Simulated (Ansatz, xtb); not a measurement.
# Relative energy of two conformers of C3H8Be

Structure X is `[BeH][CH2]CC`, a singlet and structure Y is `[BeH][CH2]CC`, a singlet. Both are isolated molecules in the gas phase, relaxed with B3LYP-D3(BJ)/def2-SVP.

X (Å):

```yaml
atoms:
  - { symbol: C, position_ang: [-1.0447, -0.5513, 1.4417] }
  - { symbol: C, position_ang: [0.4786, -0.3371, 1.3060] }
  - { symbol: C, position_ang: [0.9983, 0.8306, 2.1457] }
  - { symbol: Be, position_ang: [-2.0503, 0.7268, 1.0006] }
  - { symbol: H, position_ang: [-2.8605, 1.7216, 0.6438] }
  - { symbol: H, position_ang: [-1.2752, -0.8256, 2.4932] }
  - { symbol: H, position_ang: [-1.3450, -1.4454, 0.8572] }
  - { symbol: H, position_ang: [1.0226, -1.2548, 1.5954] }
  - { symbol: H, position_ang: [0.7384, -0.1630, 0.2462] }
  - { symbol: H, position_ang: [2.0891, 0.9531, 2.0496] }
  - { symbol: H, position_ang: [0.5320, 1.7855, 1.8429] }
  - { symbol: H, position_ang: [0.7724, 0.6823, 3.2152] }
```

Y (Å):

```yaml
atoms:
  - { symbol: C, position_ang: [-1.2804, 0.3956, -0.3849] }
  - { symbol: C, position_ang: [-0.0922, 0.8306, 0.5009] }
  - { symbol: C, position_ang: [1.2735, 0.5420, -0.1243] }
  - { symbol: Be, position_ang: [-2.8314, 0.6701, 0.2058] }
  - { symbol: H, position_ang: [-4.0626, 0.8843, 0.6655] }
  - { symbol: H, position_ang: [-1.1888, 0.8904, -1.3753] }
  - { symbol: H, position_ang: [-1.1778, -0.6860, -0.6161] }
  - { symbol: H, position_ang: [-0.1652, 1.9111, 0.7219] }
  - { symbol: H, position_ang: [-0.1522, 0.3260, 1.4824] }
  - { symbol: H, position_ang: [2.1015, 0.8624, 0.5296] }
  - { symbol: H, position_ang: [1.3844, 1.0657, -1.0888] }
  - { symbol: H, position_ang: [1.3976, -0.5363, -0.3207] }
```

Energies in hartree; the thermal terms are from B3LYP-D3(BJ)/def2-SVP harmonic frequencies (ideal gas, rigid rotor, one conformer each, 298.15 K, 1 atm) and include the zero-point energy:

```
                               X           Y
E, CCSD(T)/def2-TZVP  −133.584811  −133.585142
   zero-point energy     0.100237     0.100217
        H(298 K) − E     0.107029     0.107038
        G(298 K) − E     0.072328     0.072368
```

Question: Work out ΔE, ΔE₀, ΔH and ΔG for X → Y in kJ/mol (1 Eh = 2625.50 kJ/mol) and the equilibrium ratio [Y]/[X].

Answer: 1. ΔE = −133.585142 − (−133.584811) = −0.000331 Eh = −0.87 kJ/mol.
2. ΔE₀ = ΔE + ΔZPE = −0.000331 + (−0.000020) Eh = −0.92 kJ/mol.
3. ΔH = ΔE + (+0.000009) Eh = −0.85 kJ/mol.
4. ΔG = ΔE + (+0.000040) Eh = −0.76 kJ/mol, so ΔS = (ΔH − ΔG)/T = −0.3 J/(mol K).
5. kT = 0.9442 mEh, so K = [Y]/[X] = exp(−ΔG/kT) = exp(+0.31) ≈ 1.4.

The two are too close for this level to say which is favoured. An error of 4 kJ/mol in ΔG would change K by a factor of 5. Mirror images and further conformers aren't counted.

Other levels gave ΔE = −0.4 (B3LYP-D3(BJ)/def2-SVP); −1.3 (HF/def2-TZVP); −1.0 (MP2/def2-TZVP) kJ/mol. The correlated steps freeze 3 core orbitals; the last core shell of Be is correlated, in a basis made for valence electrons. Programs: Ansatz 0.2.0.
